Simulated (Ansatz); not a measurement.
C₄H₇ (SMILES C=C([CH2-])C), charge -1, singlet, geometry from GFN2-xTB (a gas-phase anion, which may not be bound at this level); Ansatz (a program for electronic structure) with PBE0/STO-3G.

The Ansatz input:
Ansatz 0.2 input:
```yaml
crystal:
  periodic: [false, false, false]
  atoms:
    - {symbol: C, position_ang: [-0.19024082, 0.13060277, 1.42330928]}
    - {symbol: C, position_ang: [-0.00498966, 0.11664803, 0.05908609]}
    - {symbol: H, position_ang: [-0.28744948, 1.05632604, 1.97577308]}
    - {symbol: H, position_ang: [-0.20755370, -0.77968074, 2.01169741]}
    - {symbol: C, position_ang: [0.08676696, 1.20492954, -0.78061181]}
    - {symbol: H, position_ang: [0.17732246, 1.09117949, -1.85501323]}
    - {symbol: H, position_ang: [-0.03223483, 2.21755638, -0.41733078]}
    - {symbol: C, position_ang: [0.10356375, -1.24871026, -0.60034753]}
    - {symbol: H, position_ang: [0.36600386, -2.02101005, 0.12619141]}
    - {symbol: H, position_ang: [-0.84814294, -1.53662037, -1.06173446]}
    - {symbol: H, position_ang: [0.86145311, -1.24857125, -1.38819972]}
basis:
  gaussian:
    orbitals: STO-3G
hamiltonian:
  xc: pbe0
total_charge: -1
accuracy: high
```

What the program printed (banner, timings and long lists left out):

```
Functional definition: PBE0
556 factors; integrals over basis functions are off by at most 5.0e-9 eV
mean field evaluation 1: about -4198.9042 eV, gradient 2.1e1 eV
mean field evaluation 2: about -4198.8119 eV, gradient 2.2e1 eV
mean field evaluation 4: about -4200.2019 eV, gradient 6.6e-1 eV
mean field evaluation 8: about -4200.1495 eV, gradient 1.0e-2 eV
mean field evaluation 16: about -4200.1495 eV, gradient 4.6e-8 eV
mean field -4200.14953700 eV, -154.3526485213 hartree, gradient 4.4e-9 eV, S^2 0.000000; 0 other end points of the search recorded, 0 dependent functions left out
reference -4200.14953877 eV, -154.3526485863 hartree; 16, 16 occupied and 11, 11 virtual orbitals, 556 factors
Total energy: -4200.14953877 eV, -154.3526485863 hartree
```
